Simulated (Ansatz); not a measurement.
One change: `CNBC=S` becomes `CNBF`.

Ansatz, PBE0-D4/def2-TZVP geometries, multiplicity 1. Each molecule was computed in one conformer, which needn't be the lowest.

```csv
property,`CNBC=S`
size of the dipole moment (PBE/def2-TZVPP) / D,3.02
HOMO energy (PBE0/def2-TZVPP) / eV,-6.13
HOMO–LUMO gap (PBE0/def2-TZVPP) / eV,3.82
HOMO energy (ωB97M-V/def2-TZVPP) / eV,-8.35
size of the dipole moment (B3LYP/def2-TZVPP) / D,2.96
HOMO–LUMO gap (ωB97M-V/def2-TZVPP) / eV,8.19
```

**Question.** What does the change do to each property? (Best estimate.)

**Answer.** Computed: 
```json
{"property": "size of the dipole moment (PBE/def2-TZVPP) / D", "`CNBF`": "2.48", "shift": "-0.54"}
{"property": "HOMO energy (PBE0/def2-TZVPP) / eV", "`CNBF`": "-7.78", "shift": "-1.65"}
{"property": "HOMO–LUMO gap (PBE0/def2-TZVPP) / eV", "`CNBF`": "8.67", "shift": "4.85"}
{"property": "HOMO energy (ωB97M-V/def2-TZVPP) / eV", "`CNBF`": "-10.13", "shift": "-1.78"}
{"property": "size of the dipole moment (B3LYP/def2-TZVPP) / D", "`CNBF`": "2.50", "shift": "-0.46"}
{"property": "HOMO–LUMO gap (ωB97M-V/def2-TZVPP) / eV", "`CNBF`": "12.51", "shift": "4.32"}
```

With PBE0 the HOMO falls by 1.65 eV and the LUMO rises by 3.21 eV, so the gap widens by about 4.86 eV. PBE moves the HOMO by -1.52 eV and ωB97M-V by -1.78 eV. Dipoles are sizes alone; their direction can turn.

B3LYP here is the variant with VWN-RPA as its local correlation; programs differ in this.
